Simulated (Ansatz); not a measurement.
Ansatz (a program for electronic structure) input (HF/3-21G): The .json file is the Basis Set Exchange's 3-21G.

Ansatz 0.2 input:
```yaml
crystal:
  periodic: [false, false, false]
  atoms:
    - {symbol: C, position_ang: [-1.60188500, -0.38191400, 0.48038000]}
    - {symbol: N, position_ang: [-0.52759800, 0.62498900, 0.14812700]}
    - {symbol: Si, position_ang: [1.13232600, -0.13505600, -0.33412300]}
    - {symbol: H, position_ang: [-1.26228300, -0.98753900, 1.31650100]}
    - {symbol: H, position_ang: [-1.76869200, -1.01048100, -0.39041700]}
    - {symbol: H, position_ang: [-2.51747800, 0.14034600, 0.74499900]}
    - {symbol: H, position_ang: [-0.85875300, 1.22719000, -0.60910500]}
    - {symbol: H, position_ang: [-0.39670200, 1.24812300, 0.94830300]}
    - {symbol: H, position_ang: [1.97647600, 1.03623900, -0.60030900]}
    - {symbol: H, position_ang: [0.78762900, -0.93921700, -1.51236000]}
    - {symbol: H, position_ang: [1.49173800, -0.90731800, 0.86093700]}
basis:
  gaussian:
    orbitals: 3-21G.json
hamiltonian:
  xc: {name: HF}
total_charge: 1
relax: {f_tol: 0.003, max_steps: 120}
```

Output:

```
Functional definition: HF
integrals: 0.01 GiB planned
602 factors; integrals over basis functions are off by at most 5.4e-4 eV
mean field: 0.08 GiB planned
mean field evaluation 1: about -10437.3769 eV, gradient 2.8e1 eV
mean field evaluation 2: about -10437.3740 eV, gradient 2.8e1 eV
mean field evaluation 4: about -10439.1597 eV, gradient 2.2e0 eV
mean field evaluation 8: about -10439.1722 eV, gradient 5.9e-3 eV
mean field -10439.17223225 eV, -383.6325036100 hartree, gradient 1.2e-5 eV, S^2 0.000000; 0 other end points of the search recorded, 0 dependent functions left out
the calculation of the forces begins
reference -10439.17223225 eV, -383.6325036100 hartree; 17, 17 occupied and 30, 30 virtual orbitals, 602 factors
relax step   1: F+E_penalty+E_count = -10439.17223225 eV  Δ(F+E_penalty+E_count) = +0.000e0 eV  max|allowed force component| = 9.080e-1 eV/Å  Δτ_max = 0.0000 Å  (28 SCF iters, accepted)
these checks for a lower state are left out or cut short: starts, cluster_reference, orbital_swaps, neighbouring_geometries, increment
integrals: 0.01 GiB planned
602 factors; integrals over basis functions are off by at most 5.5e-4 eV
mean field: 0.08 GiB planned
mean field evaluation 16: about -10439.1877 eV, gradient 4.2e-5 eV
mean field -10439.18772514 eV, -383.6330729635 hartree, gradient 4.2e-5 eV, S^2 0.000000; 0 other end points of the search recorded, 0 dependent functions left out
the calculation of the forces begins
reference -10439.18772514 eV, -383.6330729635 hartree; 17, 17 occupied and 30, 30 virtual orbitals, 602 factors
relax step   2: F+E_penalty+E_count = -10439.18772514 eV  Δ(F+E_penalty+E_count) = -1.549e-2 eV  max|allowed force component| = 3.641e-1 eV/Å  Δτ_max = 0.0230 Å  (23 SCF iters, accepted)
these checks for a lower state are left out or cut short: starts, cluster_reference, orbital_swaps, neighbouring_geometries, increment
integrals: 0.01 GiB planned
602 factors; integrals over basis functions are off by at most 5.5e-4 eV
mean field: 0.08 GiB planned
mean field -10439.19144686 eV, -383.6332097340 hartree, gradient 4.3e-5 eV, S^2 0.000000; 0 other end points of the search recorded, 0 dependent functions left out
the calculation of the forces begins
reference -10439.19144686 eV, -383.6332097340 hartree; 17, 17 occupied and 30, 30 virtual orbitals, 602 factors
relax step   3: F+E_penalty+E_count = -10439.19144686 eV  Δ(F+E_penalty+E_count) = -3.722e-3 eV  max|allowed force component| = 6.508e-2 eV/Å  Δτ_max = 0.0068 Å  (23 SCF iters, accepted)
these checks for a lower state are left out or cut short: starts, cluster_reference, orbital_swaps, neighbouring_geometries, increment
integrals: 0.01 GiB planned
602 factors; integrals over basis functions are off by at most 5.5e-4 eV
mean field: 0.08 GiB planned
mean field -10439.19168290 eV, -383.6332184082 hartree, gradient 4.3e-5 eV, S^2 0.000000; 0 other end points of the search recorded, 0 dependent functions left out
the calculation of the forces begins
reference -10439.19168290 eV, -383.6332184082 hartree; 17, 17 occupied and 30, 30 virtual orbitals, 602 factors
relax step   4: F+E_penalty+E_count = -10439.19168290 eV  Δ(F+E_penalty+E_count) = -2.360e-4 eV  max|allowed force component| = 1.662e-2 eV/Å  Δτ_max = 0.0035 Å  (23 SCF iters, accepted)
these checks for a lower state are left out or cut short: starts, cluster_reference, orbital_swaps, neighbouring_geometries, increment
integrals: 0.01 GiB planned
602 factors; integrals over basis functions are off by at most 5.5e-4 eV
mean field: 0.08 GiB planned
mean field evaluation 32: about -10439.1917 eV, gradient 8.6e-6 eV
mean field -10439.19169434 eV, -383.6332188286 hartree, gradient 1.6e-5 eV, S^2 0.000000; 0 other end points of the search recorded, 0 dependent functions left out
the calculation of the forces begins
reference -10439.19169434 eV, -383.6332188286 hartree; 17, 17 occupied and 30, 30 virtual orbitals, 602 factors
relax step   5: F+E_penalty+E_count = -10439.19169434 eV  Δ(F+E_penalty+E_count) = -1.144e-5 eV  max|allowed force component| = 4.434e-3 eV/Å  Δτ_max = 0.0014 Å  (16 SCF iters, accepted)
these checks for a lower state are left out or cut short: starts, cluster_reference, orbital_swaps, neighbouring_geometries, increment
integrals: 0.01 GiB planned
602 factors; integrals over basis functions are off by at most 5.5e-4 eV
mean field: 0.08 GiB planned
mean field -10439.19169628 eV, -383.6332189000 hartree, gradient 1.6e-5 eV, S^2 0.000000; 0 other end points of the search recorded, 0 dependent functions left out
the calculation of the forces begins
reference -10439.19169628 eV, -383.6332189000 hartree; 17, 17 occupied and 30, 30 virtual orbitals, 602 factors
relax step   6: F+E_penalty+E_count = -10439.19169628 eV  Δ(F+E_penalty+E_count) = -1.944e-6 eV  max|allowed force component| = 4.567e-4 eV/Å  Δτ_max = 0.0006 Å  (15 SCF iters, accepted)
integrals: 0.01 GiB planned
602 factors; integrals over basis functions are off by at most 5.5e-4 eV
mean field: 0.08 GiB planned
mean field -10439.19169628 eV, -383.6332189000 hartree, gradient 1.6e-5 eV, S^2 0.000000; 1 other end points of the search recorded, 0 dependent functions left out
the calculation of the forces begins
reference -10439.19169628 eV, -383.6332189000 hartree; 17, 17 occupied and 30, 30 virtual orbitals, 602 factors
Total energy: -10439.19169628 eV, -383.6332189000 hartree
Atom 0 at    -1.620172    -0.391943     0.485940 Å, force     0.000412     0.000147    -0.000124 eV/Å
Atom 1 at    -0.528105     0.638994     0.148089 Å, force    -0.000151    -0.000335     0.000049 eV/Å
Atom 2 at     1.145864    -0.132209    -0.338178 Å, force    -0.000396     0.000358     0.000113 eV/Å
Atom 3 at    -1.278049    -0.987344     1.317369 Å, force    -0.000118     0.000051    -0.000139 eV/Å
Atom 4 at    -1.782382    -1.010191    -0.382552 Å, force    -0.000023     0.000056     0.000180 eV/Å
Atom 5 at    -2.524693     0.133891     0.747226 Å, force     0.000238    -0.000190    -0.000068 eV/Å
Atom 6 at    -0.867798     1.230893    -0.607379 Å, force    -0.000103     0.000204     0.000457 eV/Å
Atom 7 at    -0.405253     1.251848     0.951697 Å, force    -0.000337     0.000193    -0.000332 eV/Å
Atom 8 at     2.002554     1.029910    -0.607961 Å, force     0.000385    -0.000146    -0.000112 eV/Å
Atom 9 at     0.804563    -0.940184    -1.516596 Å, force     0.000001    -0.000171    -0.000166 eV/Å
Atom 10 at     1.508249    -0.908304     0.855277 Å, force     0.000092    -0.000167     0.000142 eV/Å
Dipole moment:    -0.307036     0.315255     0.086854 e Å
```

The dipole moment of an ion depends on the origin.

The geometry given is a B3LYP-D3(BJ)/def2-TZVP minimum.
